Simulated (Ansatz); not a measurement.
Gas-phase electronic energies from Ansatz, PBE0-D4/def2-TZVP geometries. CBS: MP2 limit from def2 TZ/QZ plus the TZ coupled-cluster correction, frozen cores. This one scheme is used for every species. Functionals use def2-TZVPP. def2 core potentials past Kr. For Br, In outer-core shells are correlated without core-valence functions, which leaves a few kJ/mol of doubt a bond. Scalar relativity is left out up to krypton. Each species was taken in one conformer, which may not be the lowest.

Reaction (formal hydrolysis of the In–O bond): `C[O][In]([OH])[Br]` + H₂O → `[OH][In]([OH])[Br]` + CH₃OH

```tsv
species	PBE0 energy (Eh)
`C[O][In]([OH])[Br]`	-2954.90020
H₂O	-76.38081
`[OH][In]([OH])[Br]`	-2915.64448
CH₃OH	-115.63988
```

Q: Work out ΔE.

A: ΔE = (-2915.64448) + (-115.63988) − (-2954.90020) − (-76.38081) = -0.00335 Eh = -2.1 kcal/mol. CCSD(T)/CBS gives -0.3 kcal/mol.

Largest T1 diagnostic among the species: 0.015.

The D4 term adds +1.2 kcal/mol with B3LYP and +0.7 kcal/mol with PBE0; it sums over pairs of atoms, weighted by their polarisabilities, and B3LYP, whose exchange is more repulsive, gets the larger term. In def2-TZVPP, CCSD(T) changes the Hartree–Fock value by +1.9 kcal/mol (the triples alone add +0.3 kcal/mol) and MP2 by +2.1 kcal/mol.

B3LYP here is the variant with VWN-RPA as its local correlation; programs differ in this.
